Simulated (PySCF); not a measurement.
Gas-phase reaction: 3 SiH2Br2 ⇌ 3 Br2 + Si + Si2H6

Energies from PySCF, thermal terms from the rigid-rotor harmonic-oscillator model, ideal gas at 1 bar. † marks an energy on the PBE0/def2-TZVP geometry and frequencies; other levels use their own. MP2 and CCSD(T) freeze the core. Open shells (unrestricted): Si (multiplicity 3, electronic degeneracy 9); the rest are closed-shell singlets. Spin-orbit splitting is ignored; it lowers the true energy and changes the entropy of Si. B3LYP is the form with VWN-RPA correlation. Br: all electrons, no relativistic terms. MP2 isn't extrapolated to the basis-set limit; its ΔH°(298 K) is 1222.9 kJ in def2-SVP and 1270.5 kJ in def2-TZVPP. CCSD(T) isn't extrapolated to the basis-set limit; its ΔH°(298 K) is 1143.4 kJ in def2-SVP and 1191.7 kJ in def2-TZVPP. The harmonic model lacks anharmonicity and excited electronic states, which grow with temperature; levels with a mode under 35 cm⁻¹ are left out. Internal rotation in Si2H6 is treated as a harmonic vibration of one conformer, which makes the entropy rough. Soft modes under 120 cm⁻¹ make the harmonic entropy rough for SiH2Br2.

| level | ΔE electronic, kJ | ΔH°(298 K), kJ | ΔS°(298 K), J/K | ΔG°(1000 K), kJ |
|---|---|---|---|---|
| B3LYP/def2-TZVP† | 1145 | 1134 | 246 | 886 |
| BLYP/def2-TZVP† | 1091 | 1079 | 246 | 832 |
| CCSD(T)/def2-SVP† | 1155 | 1143 | 246 | 896 |
| CCSD(T)/def2-TZVPP† | 1203 | 1192 | 246 | 944 |
| HF/def2-TZVP† | 1147 | 1135 | 246 | 888 |
| M06-2X/def2-TZVP† | 1234 | 1222 | 246 | 975 |
| MP2/def2-TZVPP† | 1282 | 1270 | 246 | 1023 |
| PBE/def2-SVP | 1142 | 1131 | 247 | 884 |
| PBE0/def2-QZVP† | 1192 | 1180 | 246 | 933 |
| r2SCAN/def2-TZVP† | 1232 | 1221 | 246 | 974 |
| LDA/def2-TZVP† | 1251 | 1240 | 246 | 992 |
ΔH° is lowest at BLYP/def2-TZVP† and highest at MP2/def2-TZVPP†. No reference value is set beside these.
